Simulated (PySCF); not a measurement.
# Sm(27+): ionisation energy

Sm(27+) [Ar] 3d10 4s2 4p5 [4p1/2^2 4p3/2^3, M_J = 3/2] → Sm(28+) [Ar] 3d10 4s2 4p4 [4p1/2^2 4p3/2^2, M_J = 2], as a difference of total energies. All numbers are calculated (PySCF 2.14, the two-component X2C-1e Hamiltonian, in an even-tempered Gaussian basis (17 s from 2.3 bohr⁻², ratio 2.8; 14 p from 2.9 bohr⁻², ratio 2.8; 8 d from 5.2 bohr⁻², ratio 2.8; 4 f from 16 bohr⁻², ratio 3)). Correlated levels: [Ne] frozen; the 80 highest virtual spinors dropped. "Screened" scales the spin-orbit matrix elements by Boettger's factors to mimic the two-electron term; Breit and QED terms are absent.

```csv
method,ionisation energy (eV)
GHF (spin-free),1022.9
GMP2 (spin-free),1024.2
GHF (screened spin-orbit),1012.8
GMP2 (screened spin-orbit),1014.1
```

Breit and QED terms and the two-electron picture change are absent.

The spin-free rows relax to the high-spin LS determinant and lack the spin-orbit shift.

The labels give the starting determinants; with spin-orbit coupling the two ends relaxed to ⟨J²⟩ = 3.75, ⟨L²⟩ = 2.03, ⟨S²⟩ = 0.78 and ⟨J²⟩ = 6.01, ⟨L²⟩ = 3.14, ⟨S²⟩ = 1.48.

For comparison: 1016 ± 4 eV (theoretical estimate listed by NIST; NIST Atomic Spectra Database, ionization energies).
